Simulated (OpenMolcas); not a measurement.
# 4s2 4p2 along the 32-electron sequence

```json
{"Program": "OpenMolcas", "Method": "CASSCF", "Basis": "ANO-RCC-VTZP", "Scalar Hamiltonian": "DKH2, point nucleus", "Spin-orbit coupling": "RASSI with atomic mean-field integrals over the reference wave functions, term energies averaged over their components"}
```

Active space for each ion: 4 electrons in 4 orbitals (4s 4p).

Computed levels in cm-1 above 3P0:

```json
{"Level": "3P1", "Ge": "493", "As+": "939", "Se2+": "1553", "Br3+": "2374", "Kr4+": "3359"}
{"Level": "3P2", "Ge": "1275", "As+": "2311", "Se2+": "3627", "Br3+": "5272", "Kr4+": "7130"}
{"Level": "1D2", "Ge": "9611", "As+": "12550", "Se2+": "15512", "Br3+": "18656", "Kr4+": "22039"}
{"Level": "1S0", "Ge": "17218", "As+": "22243", "Se2+": "27290", "Br3+": "32385", "Kr4+": "37738"}
{"Level": "weight of 3P in the lowest level (%)", "Ge": "100", "As+": "99", "Se2+": "99", "Br3+": "98", "Kr4+": "97"}
```

Measured, with the error of the calculation in %. Measured levels: Ge, As+ from NIST Handbook of Basic Atomic Spectroscopic Data; Se2+ from Moore, Atomic Energy Levels, vol. II, NSRDS-NBS 35 (1971 reprint of NBS Circular 467, 1952); Kr4+ from Saloman, J. Phys. Chem. Ref. Data 36, 215 (2007).

```csv
Level,Ge,As+,Se2+,Kr4+
3P1,557 (-11.5),1063 (-11.7),1741 (-10.8),3743 (-10.2)
3P2,1410 (-9.6),2541 (-9.1),3937 (-7.9),7595 (-6.1)
1D2,7125 (+34.9),10096 (+24.3),13032 (+19.0),19723 (+11.7)
1S0,16367 (+5.2),22599 (-1.6),,39204 (-3.7)
```

The fine-structure level 3P2 changes by a factor of 5.59 from Ge to Kr4+. Its fourth root runs 5.98, 6.93, 7.76, 8.52, 9.19, with steps per unit of Z of 0.96, 0.83, 0.76, 0.67; equal steps would mean a (Z - σ)^4 law with constant σ.

1D2 changes by a factor of 2.29 over the same range, with steps per unit of Z of +2940, +2960, +3140, +3380 cm-1.

Without dynamic correlation excited terms often stand tens of per cent too high (terms of higher spin than the ground term too low), and those without a measured partner can miss by more than the paired ones (holds for Ge; As+). Computed and measured levels are paired by configuration, term and J; levels that our copy of the source lacks, or whose pairing is in doubt (as where it misses far off the trend of its configuration), stay unpaired and out of the deviations. Levels of configurations outside the active space are missing.
